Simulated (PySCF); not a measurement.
**Telling isomers of C₉H₈O₃ apart by NMR**

Theoretical values (PySCF): shieldings: GIAO PBE0/pcSseg-1, geometry: GFN2-xTB. Averaged over atoms made equivalent by symmetry, fast rotation or ring inversion, non-relativistic Hamiltonian, single conformer, gas phase.

Chemical shifts δ = σref − σ; ¹H, ¹³C vs TMS, all at this level. Where no couplings were computed, multiplicities follow the n + 1 count of equivalent neighbours, and m marks all less simple cases (inequivalent or close neighbours, rings, F or P nearby). Acid and N–H amide carbonyl carbons lie up to 10 ppm further downfield in solution (hydrogen bonding). Shifts are as computed. Against solution values, carbons near 30 ppm lie about +3 ppm off and those near 130 ppm about +5 ppm. Of 1309 compounds with measured shifts, 239 miss one by over three times the rms of a fit or turn the order of signals round; such compounds aren't used in these exercises. OH and NH positions are gas-phase values without hydrogen bonding to other molecules.

(1) Tabulate the signals of `O=CO[C@H]1OCc2ccccc21`, `CC(=O)c1cccc(C(=O)O)c1` and their relative energies.

(2) What is the quickest way to tell O=CO[C@H]1OCc2ccccc21 from CC(=O)c1cccc(C(=O)O)c1?

Results:

(1) 
| SMILES | carbon types | δC | δH | E rel. (kcal/mol) |
| --- | --- | --- | --- | --- |
| O=CO[C@H]1OCc2ccccc21 | 2×C 6×CH 1×CH2 | 165.3, 146.8, 145.7, 134.9, 133.7, 129.8, 125.7, 106.1, 78.2 | 8.11 (s, 1H), 8.09 (d, 1H), 7.82 (s, 1H), 7.72 (m, 1H), 7.67 (m, 1H), 7.58 (m, 1H), 5.63 (m, 1H), 5.41 (m, 1H) | 20.5 |
| CC(=O)c1cccc(C(=O)O)c1 | 4×C 4×CH 1×CH3 | 200.3, 170.9, 140.9, 140.6, 140.2, 138.6, 134.1, 132.9, 28.8 | 9.08 (s, 1H), 8.86 (d, 1H), 8.61 (d, 1H), 7.90 (m, 1H), 6.51 (br s, 1H), 2.77 (s, 3H) | 0.0 |

Energies are electronic energies at PBE0/pcSseg-1 on these geometries, without zero-point or thermal terms, each for the one conformer computed, which needn't be the lowest.

(2) Both give the same number of carbon signals, but DEPT or the intensities differ. The first has an sp3 CH2 bonded to O, on an aromatic ring at 78.2 ppm, the second a methyl carbon α to a carbonyl (CH3) at 28.8 ppm. Their most deshielded carbons lie at 165.3 and 200.3 ppm. In the proton spectra the most deshielded non-exchanging signals are 8.11 (s, 1H) and 9.08 (s, 1H).
